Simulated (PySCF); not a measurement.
**GeS(OH)2, singlet: computed properties**

All numbers come from PBE0 in PySCF with Ge def2-SVP, S def2-SVP, O def2-SVP, H def2-SVP; no relativity; density-fitted integrals.

The structure is a minimum.

Coordinates in bohr (charge 0 multiplicity 1):
```
Ge   -0.3716    0.0000    0.0000
S     3.4499    0.0000    0.0000
O    -2.4901    2.5325    0.0000
O    -2.4901   -2.5325    0.0000
H    -1.6077    4.1299    0.0000
H    -1.6077   -4.1299    0.0000
```

```
Point group                                                                   : C2v
Bond lengths                                                                  : Ge–O 1.747 Å (×2), Ge–S 2.022 Å, O–H 0.966 Å (×2)
Bond angles                                                                   : Ge–O–H 111.2° (×2), O–Ge–O 100.2°, O–Ge–S 129.9° (×2)
Heat capacity Cp at 298.15 K                                                  : 83.0 J/(mol K)
Principal quadrupole moments (Buckingham, traceless) about the centre of mass : -14.38, 1.41, 12.98 D Å
Zero-point energy                                                             : 78.6 kJ/mol
Enthalpy at 298.15 K above 0 K                                                : 17.08 kJ/mol
Dipole moment                                                                 : 0.59 D
Lowest empty level                                                            : -1.20 eV
Rotational symmetry number                                                    : 2
Highest occupied level                                                        : -7.22 eV
Entropy at 298.15 K and 1 bar                                                 : 314.2 J/(mol K)
Atomisation energy without zero-point energy                                  : 2002 kJ/mol
Rotational constants                                                          : 0.2513, 0.1013, 0.0722 cm⁻¹
Principal polarisabilities                                                    : 28.2, 41.8, 61.7 bohr³
```

Harmonic modes (masses in u: Ge 73.921, S 31.972, O 15.995, H 1.008):
```
symmetry  ω (cm⁻¹)  IR (km/mol)  μ (u)
      b2       175         26.7   8.54
      b1       195         12.9  17.53
      a1       251          0.4   5.75
      a2       376          0.0   1.16
      b1       435          218   1.05
      a1       553          8.9  28.53
      b2       765          123  16.92
      a1       767          104  12.93
      b2       898         64.0   1.10
      a1       952          202   1.13
      b2      3882          257   1.07
      a1      3884          0.4   1.07
```

In C2v the vibrations span 4b2 + 2b1 + 5a1 + a2. Here b1 is antisymmetric to the molecular plane and b2 lies in it. The a2 mode carries no infrared intensity, as symmetry demands.

Charges (e):
```tsv
atom	Mulliken	Löwdin	polar tensor	Mayer order to Ge1
Ge1	0.70	0.27	1.46	–
S2	-0.32	-0.13	-0.55	1.88
O3,4	-0.40	-0.17	-0.77	1.10
H5,6	0.21	0.10	0.31	0.03
```
Other Mayer orders above 0.3: O–H 0.95 (×2).

Mulliken populations on Ge1: s 7.16, p 13.74, d 10.40.

Outer orbital energies (eV). occupied: -13.84, -12.51, -11.34, -10.91, -9.84, -9.67, -7.49, -7.22; empty: -1.20, -1.07, 1.19, 2.04.

Other isomers or separated fragments may lie lower.

The final relaxation and frequency run took 97 s on 2 threads of a shared Arm Neoverse N1 host, with 88 basis functions and 18 gradients; the process peaked at 1.4 GiB.
